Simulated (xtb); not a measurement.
GeH4O2, SMILES [GeH2]([OH])[OH]. All values are semi-empirical tight-binding results from xtb (GFN2-xTB unless named), good for trends rather than for accurate numbers. Geometry optimised at GFN2-xTB. The values are those of a single conformer.

For metal compounds this method's bond lengths and energies can be far off.

| Quantity | Result |
|---|---|
| point group as xtb finds it | C2 |
| orbital gap | 8.74 eV |
| zero-point energy | 24.8 kcal/mol |
| G − E(el) at 298.15 K (modified RRHO) | 7.6 kcal/mol |
